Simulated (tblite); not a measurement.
Start geometry of `C#CC[Si@](C)(C#N)C=C` from a force field or distance geometry (Å):
```
atom  x, y, z in Å
C1    -2.056   -2.299    0.275
C2    -1.837   -1.166   -0.082
C3    -1.556    0.207   -0.502
Si4    0.150    0.875   -0.013
C5     0.383    0.685    1.859
C6     0.221    2.710   -0.473
N7     0.266    3.838   -0.761
C8     1.504   -0.065   -0.900
C9     1.860   -1.346   -0.683
H10   -2.281   -3.297    0.584
H11   -1.661    0.279   -1.596
H12   -2.326    0.874   -0.074
H13    0.337   -0.363    2.162
H14    1.356    1.092    2.158
H15   -0.404    1.235    2.393
H16    2.006    0.517   -1.651
H17    1.375   -1.967    0.065
H18    2.653   -1.803   -1.264
```

**Question.** What comes out of this run: GFN2-xTB geometry optimisation, gas phase (tblite 0.8.0)?

**Answer.** 
```
atom  x, y, z in Å
C1    -1.9910   -2.2626    0.2722
C2    -1.8232   -1.1344   -0.0913
C3    -1.5871    0.2257   -0.5080
Si4    0.1586    0.8237    0.0313
C5     0.3501    0.7088    1.9183
C6     0.2417    2.6286   -0.4768
N7     0.2923    3.7275   -0.7964
C8     1.5204   -0.0617   -0.9321
C9     1.8503   -1.3305   -0.7420
H10   -2.1671   -3.2510    0.5749
H11   -1.6883    0.2851   -1.5941
H12   -2.3561    0.8677   -0.0714
H13    0.2600   -0.3240    2.2436
H14    1.3177    1.0787    2.2451
H15   -0.4158    1.2836    2.4323
H16    2.0500    0.5020   -1.6912
H17    1.3548   -1.9416   -0.0051
H18    2.6240   -1.8195   -1.3142
```

The energy falls by 3.4 kcal/mol over 52 L-BFGS steps, the largest force on an atom goes from 2.37 to 0.007 eV/Å, and the atoms move by 0.075 Å rms after alignment. The bond that changes most is C3–Si4 (sp3 carbon bound to silicon to four-coordinate silicon), which lengthens by 0.026 Å. Bonds longer at the end by more than 0.005 Å: 3 of 17; shorter: 12. Among the angles that change most is C5–Si4–C8, from 109.2° to 113.9°. Rotational constants go from 1788, 940.4, 782.2 to 1763, 968.0, 810.1 MHz. The orientation of the end geometry is arbitrary; only internal coordinates are fixed.

GFN2-xTB frequencies show an imaginary mode (37i cm⁻¹), so the point is no minimum at that level. 3 starts were optimised and ended at 0.00, 0.23 and 0.35 kcal/mol (GFN2-xTB); the lowest of these is shown.

All values are computed, not measured.
